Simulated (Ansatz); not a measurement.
H$_{3}$InOSSe (`[OH][In]([SH])[SeH]`) at its PBE0-D4/def2-TZVP geometry, where that method's forces vanish. Charge 0, multiplicity 1. In: def2 effective core potential.

```csv
atom,x (Å),y (Å),z (Å)
O1,0.328,-1.979,-0.009
In2,-0.059,-0.038,0.010
S3,1.850,1.324,-0.313
Se4,-2.386,0.790,0.352
H5,-0.448,-2.529,0.122
H6,2.650,0.247,-0.414
H7,-1.934,2.185,0.253
```

Question: For each bond, give half the difference of the two atoms' forces along it (eV/Å; positive pushes the atoms apart) under PBE-D4, r2SCAN-D4, B3LYP-D4, ωB97M-V in def2-TZVPP. (An estimate is asked.)

Answer: Computed: 
```tsv
bond	length (Å)	PBE-D4	r2SCAN-D4	B3LYP-D4	ωB97M-V
O1–In2	1.979	0.29	0.09	0.19	0.03
O1–H5	0.960	0.41	0.05	-0.03	-0.06
In2–S3	2.367	0.11	0.04	0.13	-0.04
In2–Se4	2.494	0.06	0.00	0.09	-0.09
S3–H6	1.345	0.25	0.01	-0.02	-0.09
Se4–H7	1.469	0.26	-0.01	0.05	-0.10
```

B3LYP here is the variant with VWN-RPA as its local correlation; programs differ in this.
